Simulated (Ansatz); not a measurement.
Basis sets compared for Sr₆Te₆. The state is a singlet with charge 0. Geometry PBE0-D4/def2-SVP. Ansatz on 6 threads of Intel Xeon on a shared host; times are rough, and most runs start from earlier orbitals.

Cartesian coordinates in Å:
```
Sr -4.228 0.430 3.350
Sr 5.191 0.430 2.014
Sr -0.893 -0.865 -5.383
Sr 4.198 -0.172 -3.431
Sr 0.932 0.965 5.365
Sr -5.210 -0.803 -1.893
Te 2.107 -0.520 -5.593
Te 3.871 0.599 4.734
Te 5.859 0.185 -0.927
Te -3.789 -1.127 -4.544
Te -2.076 1.291 5.295
Te -5.961 -0.413 1.014
```

In the def2 sets Sr, Te take a core potential; there is no spin–orbit coupling. The structure comes from a short search, and lower isomers may exist.

Binding counts from free atoms (Sr singlet, Te triplet) in the same basis, without a counterpoise term.

| level | functions | energy (Eh) | HOMO (eV) | LUMO (eV) | binding per atom (eV) | wall time |
| --- | --- | --- | --- | --- | --- | --- |
| PBE-D4/def2-SVP | 294 | -1792.9382 | -4.40 | -2.55 | 2.53 | 7.5 s |
| PBE0-D4/def2-SVP | 294 | -1793.0435 | -5.26 | -1.97 | 2.54 | 18 s |

(1) Estimate the rows for PBE-D4/def2-TZVP (with forces), PBE0-D4/def2-TZVP.

## Answers

(1) 
```tsv
level	functions	energy (Eh)	HOMO (eV)	LUMO (eV)	binding per atom (eV)	wall time
PBE-D4/def2-TZVP (with forces)	498	-1793.0477	-4.42	-2.56	2.50	21 s
PBE0-D4/def2-TZVP	498	-1793.1464	-5.27	-1.96	2.52	29 s
```
